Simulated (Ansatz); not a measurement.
`F[SiH2][S][AlH2]` → `[AlH2][SH]` + `F[SiH]` at 298.15 K and 1 bar (silylene formation by 1,1-elimination).

Program: Ansatz. Geometries: PBE0-D4/def2-TZVP. ΔE: electronic, gas phase. CCSD(T)/CBS is the MP2 limit (def2-TZVPP, def2-QZVPP) plus CCSD(T) − MP2 in def2-TZVPP, frozen cores. This one scheme is used for every species. One conformer a species, not always the lowest.

```json
{"species": "`F[SiH2][S][AlH2]`", "CCSD(T)/CBS energy (Eh)": "-1031.18703", "H − E (kJ/mol)": "115.8", "S (J/(mol·K))": "348.6"}
{"species": "`[AlH2][SH]`", "CCSD(T)/CBS energy (Eh)": "-641.61836", "H − E (kJ/mol)": "72.6", "S (J/(mol·K))": "268.0"}
{"species": "`F[SiH]`", "CCSD(T)/CBS energy (Eh)": "-389.46371", "H − E (kJ/mol)": "32.3", "S (J/(mol·K))": "239.1"}
```

H − E and S are ideal-gas, rigid-rotor, harmonic terms from PBE0-D4/def2-TZVP, for one conformer and one mirror image of each species. 1 Eh = 2625.50 kJ/mol, R = 8.31446 J/(mol·K).

By hand: ΔE, ΔH, ΔS and ΔG.

ΔE = (-641.61836) + (-389.46371) − (-1031.18703) = 0.10496 Eh = 275.6 kJ/mol. Δ(H − E) = 72.6 + 32.3 − 115.8 = -10.9, so ΔH = 264.7 kJ/mol. ΔS = 268.0 + 239.1 − 348.6 = 158.5 J/(mol·K). ΔG = 264.7 − 298.15 × (158.5)/1000 = 217.4 kJ/mol.

By hand: the equilibrium constant, and the temperature at which ΔG would vanish if ΔH and ΔS stayed fixed.

log₁₀ K = −ΔG/(RT ln 10) = -38.1. ΔG = 0 at ΔH/ΔS = 1670 K.

The number of gas molecules changes by +1, which sets the sign of ΔS. A doubt of 5 kJ/mol in ΔE shifts log₁₀ K by 0.9 here. Other conformers and mirror images would add mixing entropy, several J/(mol·K) or more a flexible species. Modes under 60 cm⁻¹, often nearly free rotors, make the harmonic entropy too high. These are equilibria of isolated gas molecules and say nothing of rates. Largest T1 diagnostic: 0.015 (customary marks: 0.02 for closed shells, 0.045 for open ones).
